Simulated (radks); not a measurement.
Problem. The table gives one normalised radial function P(r) = r R(r) (large component) of Pd+ in [Kr] 4d9 (r in bohr). Method: Dirac Kohn-Sham, PBE, spin-unpolarised, spherical densities, finite nucleus; open shells fill j = l - 1/2 first; Fermi nuclear charge, rms radius 4.5318 fm; computed with a radial shooting solver on a logarithmic mesh with Libxc functionals.

r,P
0.002441,0.0948
0.002796,0.1059
0.003204,0.1180
0.003641,0.1302
0.004171,0.1441
0.004779,0.1588
0.005475,0.1741
0.006273,0.1898
0.007187,0.2056
0.008168,0.2200
0.009358,0.2342
0.01072,0.2465
0.01228,0.2559
0.01407,0.2612
0.01612,0.2609
0.01832,0.2540
0.02099,0.2381
0.02405,0.2117
0.02756,0.1734
0.03157,0.1220
0.03588,0.0615
0.04111,-0.0147
0.0471,-0.1007
0.05396,-0.1917
0.06182,-0.2808
0.07083,-0.3585
0.0805,-0.4109
0.09223,-0.4330
0.1057,-0.4092
0.1211,-0.3315
0.1387,-0.1984
0.1589,-0.0178
0.1806,0.1788
0.2069,0.3877
0.237,0.5598
0.2716,0.6556
0.3111,0.6426
0.3536,0.5159
0.4051,0.2657
0.4642,-0.0727
0.5318,-0.4467
0.6093,-0.7931
0.698,-1.0535
0.7933,-1.1835
0.9089,-1.1870
1.041,-1.0702
1.193,-0.8749
1.367,-0.6509
1.566,-0.4406
1.78,-0.2792
2.039,-0.1556
2.336,-0.0775
2.676,-0.0341
3.066,-0.0131
3.513,-0.0043
3.993,-0.0013
4.574,-0.0003
5.241,-0.0001

Which n and l does it have? It may be an empty orbital.

Solution. n = 4, l = 0: the number of nodes gives n - l - 1 = 3, the rise at small r points to l (this Dirac orbital starts outside the nucleus as r^gamma with gamma = sqrt((l + 1)^2 - (Z/c)^2) = 0.94; the j = 1/2 orbital of l + 1 starts with the same power, but with a smaller coefficient, and then steepens), and the extent must fit the shell. The curve is that of 4s1/2. 4s1/2: eigenvalue -96.595 eV, 3 radial nodes at r = 0.0401, 0.161, 0.452 bohr, <r> = 0.946 bohr, 90 % of the charge inside 1.38 bohr.
